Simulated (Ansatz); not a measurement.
```xyz
3

S     0.0000    0.0000    0.3703
O     0.0000    2.5552   -1.1108
O     0.0000   -1.2776   -0.3703
```

Basis set: pcseg-2 (spherical functions). Charge 0, multiplicity 1.

Computed with Ansatz (development build ahead of 0.2.0); each method stands on the lowest determinant of its kind that the runs found.

**Question.** Give the atomization energy at this shape (free ground-state atoms in the same class of orbitals less the molecule, no zero-point energy) of singlet SO2 by ωB97X (unrestricted), UHF.

**Answer.**

```
              method  atomization energy
ωB97X (unrestricted)     127.50 kcal/mol
                 UHF      52.50 kcal/mol
```

Caution: the shape is not the minimum; the unrestricted determinant is a mixture of spin states.
